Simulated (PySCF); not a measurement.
SMILES N#Cc1ccccc1O (C₇H₅NO), GFN2-xTB optimised geometry.

```
14

N     -1.87    -2.80     0.00
C     -1.37    -1.77     0.00
C     -0.69    -0.54     0.00
C     -1.39     0.67     0.00
C     -0.71     1.87     0.00
C      0.68     1.87     0.00
C      1.39     0.68     0.00
C      0.72    -0.54     0.00
O      1.44    -1.68     0.00
H     -2.47     0.65     0.00
H     -1.25     2.80     0.00
H      1.22     2.80     0.00
H      2.47     0.67     0.00
H      0.87    -2.45     0.00
```

Density from CAM-B3LYP/def2-TZVP (PySCF) at that geometry.

Minimum of the electron density along straight lines between bonded atoms, close to the bond critical point (lines longer than 1.1 times the sum of covalent radii, or with two minima, are not listed):

```csv
bond,length / Å,ρ at the minimum / e bohr⁻³,∇²ρ there / e bohr⁻⁵,position (fraction from the first atom)
N1–C2,1.148,0.503,-0.24,0.65
C2–C3,1.410,0.297,-0.89,0.55
C3–C4,1.396,0.315,-0.93,0.51
C4–C5,1.378,0.328,-0.99,0.51
C5–C6,1.389,0.322,-0.97,0.50
C6–C7,1.380,0.326,-0.98,0.50
C3–C8,1.405,0.314,-0.92,0.49
C8–O9,1.350,0.304,-0.66,0.34
C4–H10,1.080,0.291,-1.06,0.65
C5–H11,1.079,0.289,-1.05,0.65
C6–H12,1.079,0.291,-1.06,0.65
C7–H13,1.078,0.289,-1.05,0.65
O9–H14,0.968,0.353,-2.44,0.81
```
